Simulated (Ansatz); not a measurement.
This geometry of CH5AlF2O + FH (12 atoms, charge 0, multiplicity 1) is a first-order saddle point.

Computed with RKS PBE/cc-pVDZ in Ansatz.

```xyz
12
Properties=species:S:1:pos:R:3
Al -0.558 -0.855 -0.005
C 0.980 0.097 1.034
F 0.007 -1.928 -1.204
F -1.555 -1.492 1.221
H -0.565 1.087 -1.221
O -1.487 0.536 -0.892
H 0.827 0.699 -0.183
F 0.682 1.347 -1.225
H 0.406 0.499 1.892
H 1.340 -0.929 1.281
H 1.926 0.677 0.978
H -2.003 0.261 -1.675
```

Which two structures does it join? (They come from a converged band through this point; their orientation in space is the band's.)

Bonds broken: Al1–C2, H7–F8. Bonds formed: Al1–F8, C2–H7. CH5AlF2O + FH becomes AlF3H2O + CH4.

First end point:

```xyz
12
Properties=species:S:1:pos:R:3
Al -0.488 -0.994 0.082
C 0.916 -0.058 1.135
F 0.028 -1.801 -1.345
F -1.707 -1.785 0.983
H -0.799 1.110 -1.098
O -1.513 0.468 -0.803
H 1.072 1.056 -0.438
F 0.771 1.634 -1.149
H 0.569 0.868 1.642
H 1.163 -0.772 1.952
H 1.912 0.135 0.671
H -1.923 0.139 -1.631
```

Last end point:

```xyz
12
Properties=species:S:1:pos:R:3
Al -0.732 0.005 -0.295
C 1.763 -0.063 1.384
F -0.066 -1.408 -1.001
F -1.535 -0.119 1.201
H -2.095 0.900 -2.158
O -2.229 0.078 -1.638
H 1.779 0.900 0.839
F -0.110 1.526 -0.780
H 0.869 -0.113 2.036
H 1.756 -0.906 0.665
H 2.669 -0.141 2.015
H -2.069 -0.659 -2.269
```

How far does it lie above each of them?

0.273 eV above the first and 1.764 eV above the second. This is the barrier of this one path; another mechanism may lie lower. The orbitals stay closed-shell, which can raise the energy where a bond breaks towards radicals; this wasn't checked here.

The run took 5 min on 2 threads of Intel(R) Xeon(R) Platinum 8488C (Sapphire Rapids), on a shared host, peak memory 0.18 GiB.
